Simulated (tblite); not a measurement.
Start geometry of `FCC=C=C=CCF` from a force field or distance geometry (Å):
```
atom  x, y, z in Å
F1    -3.3057    1.1044    0.7062
C2    -2.7399   -0.0866    1.0733
C3    -1.9045   -0.5486   -0.0462
C4    -0.6576   -0.2093   -0.2212
C5     0.5772    0.0819   -0.3709
C6     1.8341    0.3718   -0.5419
C7     2.8563    0.1940    0.5118
F8     3.0578   -1.1011    0.8827
H9    -3.5391   -0.8452    1.2053
H10   -2.1794    0.0596    2.0371
H11   -2.3679   -1.1997   -0.8141
H12    2.1137    0.7617   -1.5120
H13    2.4493    0.7265    1.4348
H14    3.8050    0.6903    0.1930
```

What comes out of this run: tblite, GFN2-xTB geometry optimisation, gas phase?

```
atom  x, y, z in Å
F1    -3.929    0.588    0.883
C2    -2.718   -0.027    1.089
C3    -1.985   -0.186   -0.206
C4    -0.680   -0.132   -0.315
C5     0.572   -0.098   -0.420
C6     1.877   -0.048   -0.539
C7     2.803    0.219    0.605
F8     3.899   -0.611    0.538
H9    -2.942   -1.008    1.531
H10   -2.160    0.584    1.807
H11   -2.608   -0.364   -1.072
H12    2.352   -0.209   -1.497
H13    2.323    0.046    1.573
H14    3.195    1.246    0.560
```

The energy falls by 22.2 kcal/mol over 93 L-BFGS steps, the largest force on an atom goes from 2.61 to 0.009 eV/Å, and the atoms move by 0.661 Å rms after alignment. The bond that changes most is C7–H13 (sp3 C–F carbon to methylene hydrogen), which shortens by 0.046 Å. Bonds longer at the end by more than 0.005 Å: 6 of 13; shorter: 6. Among the angles that change most is C6–C7–H13, from 105.9° to 112.1°. Among the dihedrals that turn most is H12–C6–C7–F8, from -116° to -42°. Rotational constants go from 5673, 661.9, 648.0 to 8680, 545.7, 526.0 MHz. The orientation of the end geometry is arbitrary; only internal coordinates are fixed.

Its GFN2-xTB frequencies are all real (lowest 31 cm⁻¹). The numbers are those of one conformer. 3 starts were optimised and ended at 0.00, 0.24 and 0.28 kcal/mol (GFN2-xTB); the lowest of these is shown.

These are computed values.
